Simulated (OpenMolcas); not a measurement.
Os5+ (d3) among equal point charges was computed by CASSCF with the d shell active (OpenMolcas, ANO-RCC-VDZP on the metal). Its lowest spin-free states, and all those of the highest spin:

| 2S+1 | Degeneracy | E (cm-1) |
| --- | --- | --- |
| 4 | 1 | 0.0 |
| 4 | 2 | 12803 |
| 2 | 2 | 13054 |
| 2 | 1 | 14457 |
| 2 | 1 | 15948 |
| 2 | 1 | 16363 |
| 4 | 1 | 19688 |
| 2 | 1 | 21782 |
| 2 | 2 | 21918 |
| 2 | 1 | 23299 |
| 2 | 2 | 30016 |
| 4 | 2 | 30260 |
| 4 | 1 | 37042 |
| 4 | 1 | 52487 |
| 4 | 2 | 66723 |

Question: Is the site octahedral, tetrahedral or cube-like, axial, or of lower symmetry?

Answer: The states with 2S+1 = 4 have orbital degeneracies 1, 2, 1, 2, 1, 1, 2. There are pairs but no triples, so the site is axial: not cubic, but with a proper or improper axis of order three or more. The run had Os5+ among 4 point charges of -2 e arranged as a square (D4h), 1.73 Å from the ion.

Without dynamic correlation the repulsion within the d shell is too large (B by tens of per cent), so at a given field states of lower spin stand too high. This is an electrostatic model: the charges have no orbitals. No measured value stands beside these numbers.
